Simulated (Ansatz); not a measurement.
A nudged elastic band was laid between two geometries of a periodic cell of 17 atoms, TiSi16 (host Si, host structure diamond, interstitial Ti).

Theory: DFT PBE, scalar-relativistic, plane waves, PAW (Ansatz). Settings: PAW set soft_1, cutoff 420 eV, k mesh 2x2x2, gaussian smearing 0.02 eV, no spin polarisation.

| Quantity | Value |
| --- | --- |
| movable images | 7 |
| climbing image | yes |
| spring | 5.0 eV/Å² |
| optimiser | quadratic models (default) |
| start path | IDPP |
| force threshold | 0.05 eV/Å |
| iteration limit | 36 |
| end points | relaxed |

Image 0:

```xyz
17
Lattice="0.0000 5.4300 5.4300 5.4300 0.0000 5.4300 5.4300 5.4300 0.0000" Properties=species:S:1:pos:R:3
Si -0.045 -0.065 0.061
Si 1.356 1.334 1.395
Si 2.737 2.754 0.036
Si 4.034 4.068 1.356
Si 2.749 -0.022 2.690
Si 4.053 1.354 4.069
Si 5.388 2.776 2.650
Si 6.788 4.113 4.048
Si -0.010 2.720 2.703
Si 1.354 4.029 4.088
Si 2.738 5.387 2.670
Si 4.094 6.785 4.069
Si 2.747 2.732 5.445
Si 4.097 4.070 6.782
Si 5.421 5.421 5.433
Si 6.786 6.804 6.742
Ti 6.767 6.785 9.500
```

Image 8:

```xyz
17
Lattice="0.0000 5.4300 5.4300 5.4300 0.0000 5.4300 5.4300 5.4300 0.0000" Properties=species:S:1:pos:R:3
Si 0.001 -0.005 0.030
Si 1.352 1.349 1.350
Si 2.715 2.712 0.021
Si 4.079 4.075 1.351
Si 2.741 0.046 2.718
Si 4.097 1.337 4.113
Si 5.389 2.692 2.718
Si 6.750 4.115 4.095
Si 0.042 2.735 2.712
Si 1.338 4.089 4.109
Si 2.694 5.384 2.716
Si 4.112 6.743 4.091
Si 2.720 2.716 5.416
Si 4.140 4.142 6.748
Si 5.434 5.433 5.390
Si 6.727 6.722 6.748
Ti 8.146 8.146 8.125
```

Problem. Which bonds break or form, and what moves?

Solution. Contacts lost: Si1–Ti17, Si2–Ti17, Si6–Ti17, Si10–Ti17. Contacts made: Si5–Ti17, Si9–Ti17, Si13–Ti17, Si14–Ti17. The atom that moves furthest is Ti17, by 2.38 Å.

Problem. Give the energies along the band, and the barrier.

Solution. The forces met the threshold. The highest image is number 4 of 0 to 8, 1.71 eV above the ends, which have the same energy within 2 meV. By the program's own check the climbing image is of a kind that is not told: the force calls were inconclusive, a negative curvature could not be distinguished from the path's own, the only one lies far off the path, or fixed occupations may fill a level only in part (lowest curvatures found: -4.03 and -0.08 eV/Å²). Limits of this set-up: coarse k mesh.

| image | path coordinate (Å) | energy (eV) | Si1–Ti17 (Å) | Si2–Ti17 (Å) | Si6–Ti17 (Å) |
| --- | --- | --- | --- | --- | --- |
| 0 | 0.00 | 0.00 | 2.44 | 2.76 | 2.71 |
| 1 | 0.43 | 0.05 | 2.40 | 2.80 | 2.79 |
| 2 | 0.86 | 0.40 | 2.46 | 2.94 | 2.93 |
| 3 | 1.28 | 1.24 | 2.77 | 3.20 | 3.19 |
| 4 | 1.71 | 1.71 | 3.20 | 3.51 | 3.51 |
| 5 | 2.14 | 1.24 | 3.65 | 3.85 | 3.84 |
| 6 | 2.57 | 0.39 | 4.08 | 4.18 | 4.18 |
| 7 | 3.00 | 0.05 | 4.46 | 4.41 | 4.38 |
| 8 | 3.43 | 0.00 | 4.67 | 4.49 | 4.46 |

Problem. What is the geometry of the highest image?

Solution. 
```xyz
17
Lattice="0.0000 5.4300 5.4300 5.4300 0.0000 5.4300 5.4300 5.4300 0.0000" Properties=species:S:1:pos:R:3
Si 0.190 0.190 -0.192
Si 1.428 1.427 1.365
Si 2.824 2.822 0.127
Si 4.258 4.260 1.169
Si 2.646 0.009 2.782
Si 4.063 1.428 3.999
Si 5.302 2.824 2.603
Si 6.681 4.201 4.178
Si 0.009 2.641 2.785
Si 1.426 4.060 4.002
Si 2.822 5.298 2.607
Si 4.200 6.676 4.181
Si 2.644 2.642 5.419
Si 3.883 3.880 6.976
Si 5.245 5.240 5.615
Si 6.678 6.677 6.657
Ti 7.466 7.464 8.822
```

Run time: 10 min on 1 thread of Arm Neoverse V2, with other jobs on the host, peak memory 1 GiB.
